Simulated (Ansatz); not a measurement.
Hg₂O⁺ (the lowest doublet isomer of a short search) was relaxed with PBE0-D4 (def2-TZVP) in Ansatz in these states: charge +1 doublet, charge +1 quartet. The geometries follow in no particular order.

In the def2 sets Hg takes a core potential; there is no spin–orbit coupling.

A:

Cartesian coordinates in Å:
```
Hg 0.927 -0.410 1.744
Hg -0.810 1.124 -1.466
O -0.117 -0.714 -0.278
```

B:

Cartesian coordinates in Å:
```
Hg 1.6494 -0.4266 -0.7772
Hg -1.8381 0.2388 0.2660
O 0.1887 0.1878 0.5112
```

Judge from the bond lengths which geometry belongs to which state (an estimate).

A is the charge +1 quartet (Hg2–O3 2.296 Å, Hg1–O3 2.296 Å); B is the charge +1 doublet (Hg2–O3 2.042 Å, Hg1–O3 2.042 Å).

At PBE0-D4/def2-TZVP a doublet lies 0.59 eV below the charge +1 quartet. These are the stationary points nearest to one start from a short search; other shapes may lie lower in each state.
